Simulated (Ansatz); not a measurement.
Species: CH4N, SMILES `C[NH]` (charge 0, multiplicity 2).

Give a relaxed geometry from PBE0-D4/def2-TZVP (Ansatz, a first-principles code).

the end point of this relaxation (outside a Z-matrix the atoms follow the SMILES, hydrogens last).
Cartesian coordinates (Å) in one orientation:
```xyz
6

C     -0.362     0.067    -0.016
N      1.006     0.483     0.017
H     -0.628    -0.510     0.884
H     -1.027     0.930    -0.084
H     -0.564    -0.601    -0.867
H      1.575    -0.368     0.066
```
